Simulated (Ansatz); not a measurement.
hydronium (SMILES [OH3+]) moved off its minimum; all values from Ansatz (an electronic-structure program), cores frozen in correlated methods.
(charge 1, multiplicity 1)
```xyz
4

O     -0.0115     0.0134     0.0850
H     -0.5592    -0.7666    -0.1553
H     -0.3820     0.8743    -0.1868
H      0.9533    -0.1013    -0.1685
```

Q: Give the forces (eV/Å), the total energy and the dipole at CCSD(T)/aug-cc-pVTZ.

A: 
| atom | Fx | Fy | Fz |
|---|---|---|---|
| O1 | 1.123 | -0.455 | -0.008 |
| H2 | 0.074 | 0.309 | -0.053 |
| H3 | -0.076 | -0.025 | -0.149 |
| H4 | -1.121 | 0.172 | 0.210 |
Energy -76.6148 hartree.
